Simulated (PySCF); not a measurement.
One of the candidates below gave these computed data.

All candidates are C6H14N2Si2.

* UV, first state: lowest singlet excitation: 5.87 eV (211 nm, f = 0.004) [TDDFT wB97X-D/def2-SVPD]
* Rotational structure: rotational constants A, B, C: 1.211, 0.637, 0.466 GHz [PBE0-D3(BJ)/def2-SVP]
* Dipole: 2.89 D [wB97X-D/def2-SVPD]
* 1H NMR: chemical shifts (computed TMS as zero) by class: 6.43 (1 H), 6.35 (1 H), 5.95 (1 H), 4.71 (3 H), 3.90 (3 H), 3.65 (1 H), 3.48 (3 H), -0.01 (1 H) ppm [GIAO PBE0/pcSseg-1]
* UV, strongest line: among the 10 lowest singlet transitions: S8 at 6.80 eV (182 nm, f = 0.133) [TDDFT wB97X-D/def2-SVPD]
* Triplet: lowest triplet excitation (Tamm–Dancoff): 4.38 eV [TDA wB97X-D/def2-SVPD]
* 13C NMR: chemical shifts (computed TMS as zero) by class: 133.9 (1 C), 127.0 (1 C), 119.6 (1 C), 110.3 (1 C), 41.3 (1 C), 36.2 (1 C) ppm [GIAO PBE0/pcSseg-1]

The electronic properties come from PySCF, for the isolated species, density fitting. Levels stand in brackets. The structure is a single PBE0-D3(BJ)/def2-SVP conformer in the gas phase; no vibrational or solvent corrections. NMR classes are plain means over equivalent atoms (diastereotopic ones count apart unless rotation or inversion swaps them), as if these changed places fast.

Question: Which candidate is it?
A. `Cn1ccc([C@H]([SiH3])N[SiH3])c1`
B. `CN(C)[Si@H]1C=C[Si@H](N)C=C1`
C. `C[SiH2]N[SiH2][C@@H]1CC[C@@H]1C#N`

Answer: A. It is `Cn1ccc([C@H]([SiH3])N[SiH3])c1`. Numbering: `[CH3:1][n:2]1[cH:3][cH:4][c:5]([C@H:6]([SiH3:7])[NH:8][SiH3:9])[cH:10]1`. Its formula, C6H14N2Si2, gives 3 degrees of unsaturation: 1 ring and 2 π bonds in the structure found (Kekulé form). 6 carbons fall into 6 classes; from least to most shielded: substituted aromatic carbon [C5] (133.9 ppm), aromatic CH next to a ring nitrogen [C3] (127.0 ppm), aromatic CH next to a ring nitrogen [C10] (119.6 ppm), aromatic CH carbon [C4] (110.3 ppm), chain sp3 carbon bound to nitrogen [C6] (41.3 ppm), N-methyl carbon [C1] (36.2 ppm). Hydrogen classes from least to most shielded: 1 H on an aromatic CH next to a ring nitrogen, C3 (6.43 ppm), 1 H on an aromatic CH next to a ring nitrogen, C10 (6.35 ppm), 1 H on an aromatic CH carbon, C4 (5.95 ppm), 3 H on an SiH3 silicon, Si9 (4.71 ppm), 3 H on an SiH3 silicon, Si7 (3.90 ppm, a mean of values up to 0.7 ppm apart in this geometry), 1 H on an sp3 carbon bound to nitrogen, C6 (3.65 ppm), 3 H on an N-methyl carbon, C1 (3.48 ppm), 1 H on a silicon-bound nitrogen, N8 (-0.01 ppm). The optimised geometry has point group C1 and is an asymmetric top.

The others, at the same levels:
- `C[SiH2]N[SiH2][C@@H]1CC[C@@H]1C#N` fails: its computed 13C shifts are 128.9 (1 C), 26.7 (1 C), 25.9 (1 C), 22.9 (1 C), 19.8 (1 C), 1.4 (1 C) ppm, 1H shifts are 5.07 (1 H), 4.90 (1 H), 4.65 (1 H), 4.54 (1 H), 2.98 (1 H), 2.28 (1 H), 2.08 (1 H), 2.04 (1 H), 1.70 (1 H), 1.38 (1 H), 1.22 (1 H), 0.25 (3 H) ppm and lowest singlet excitation is 6.64 eV (187 nm, f = 0.011) (against 5.87 eV).
- `CN(C)[Si@H]1C=C[Si@H](N)C=C1` fails: it has 3 carbon classes against 6; its computed 13C shifts are 161.9 (2 C), 158.9 (2 C), 39.3 (2 C) ppm, 1H shifts are 7.19 (2 H), 7.07 (2 H), 4.72 (1 H), 4.71 (1 H), 2.48 (6 H), 0.18 (2 H) ppm and lowest singlet excitation is 4.60 eV (270 nm, f = 0.003) (against 5.87 eV).

Each candidate is one conformer, not necessarily the lowest. The conformers computed, where there is a choice (atom-mapped SMILES and torsion angles):
- `[CH3:1][n:2]1[cH:3][cH:4][c:5]([C@H:6]([SiH3:7])[NH:8][SiH3:9])[cH:10]1`: C4–C5–C6–Si7 -65°, C5–C6–N8–Si9 -85°
- `[CH3:1][SiH2:2][NH:3][SiH2:4][C@@H:5]1[CH2:6][CH2:7][C@@H:8]1[C:9]#[N:10]`: C1–Si2–N3–Si4 -110°, Si2–N3–Si4–C5 99°, N3–Si4–C5–C6 165°
- `[CH3:1][N:2]([CH3:3])[Si@H:4]1[CH:5]=[CH:6][Si@H:7]([NH2:8])[CH:9]=[CH:10]1`: C1–N2–Si4–C5 -68°, H–N8–Si7–C6 156°, H–N8–Si7–C6 -62°
